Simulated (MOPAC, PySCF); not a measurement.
C8H8Si, SMILES `c1c2C=C[SiH2]c2ccc1`, neutral singlet in the gas phase. 

Z-matrix (Å, degrees):
```
C
C 1 1.3908
H 2 1.0937 1 120.51
C 2 1.3993 3 119.39 1 -180.00
H 4 1.0927 2 119.94 3 0.00
C 4 1.3938 5 119.91 2 -180.00
H 6 1.0928 4 119.83 5 0.00
C 6 1.3960 7 119.74 4 180.00
H 8 1.0935 6 120.29 7 0.00
C 8 1.3956 9 120.11 6 180.00
C 10 1.4748 8 124.81 9 0.00
C 11 1.3499 10 117.80 8 180.00
H 12 1.0920 11 121.88 10 180.00
H 11 1.0965 12 123.29 13 0.00
Si 12 1.8724 13 130.02 11 180.00
H 15 1.4956 12 114.27 13 62.48
H 15 1.4956 16 107.90 12 128.27
```
Charge 0, multiplicity 1.

All levels are single points at this geometry (PBE0-D3(BJ)/def2-SVP); Pople sets use spherical d functions. Orbital energies aren't observables, and empty levels follow the basis.

| level | HOMO (eV) | LUMO (eV) | gap (eV) | dipole (D) | vertical IE, Delta-SCF (eV) |
|---|---|---|---|---|---|
| PBE0-D3(BJ)/def2-TZVP in PySCF | -6.62 | -1.45 | 5.16 | 0.73 | 8.25 |
| ωB97X-D3(BJ)/def2-TZVP in PySCF | -8.73 | 0.56 | 9.29 | 0.70 | 8.39 |
| B3LYP/3-21G in PySCF | -6.18 | -1.18 | 5.00 | 0.59 | – |
| B3LYP/6-31G* in PySCF | -6.09 | -1.23 | 4.85 | 0.72 | 7.99 |
| BP86/6-31G* in PySCF | -5.50 | -2.05 | 3.45 | 0.76 | – |
| SVWN5/6-31G* in PySCF | -5.57 | -2.13 | 3.44 | 0.72 | 8.19 |
| HF/3-21G in PySCF | -8.32 | 2.38 | 10.70 | 0.67 | – |
| PM6 in MOPAC | -9.03 | -0.34 | 8.69 | 0.30 | – |
| PM7 in MOPAC | -9.19 | -0.31 | 8.88 | 0.32 | – |
